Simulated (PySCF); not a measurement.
H6O3W, SMILES [OH][WH3]([OH])[OH], multiplicity 1.

Geometry optimised at B3LYP-D3(BJ)/def2-SVP. The multiplicity is an assumed one; no other spin state was optimised. The structure was generated by enumeration; whether it is a known compound was not checked. The def2 effective core potentials stand for the cores of W; spin–orbit coupling is left out. One conformer was computed; it need not be the lowest.

All values below come from PySCF with PBE/def2-TZVP.

Symmetry labels are those of the subgroup Cs that the program uses (full group C3v).

Q: List the valence orbital energies around the gap with their symmetry. (An estimate is asked for; the answer gives what the named calculation found.)

A: 
```
orbital  symmetry  energy (eV)
-------  --------  -----------
HOMO−7         A'        -9.37
HOMO−6         A"        -9.37
HOMO−5         A'        -8.76
HOMO−4         A"        -8.14
HOMO−3         A'        -8.14
HOMO−2         A"        -7.78
HOMO−1         A"        -6.47
HOMO           A'        -6.47
LUMO           A'        -1.91
LUMO+1         A"        -1.83
LUMO+2         A'        -1.83
LUMO+3         A'        -0.41
```
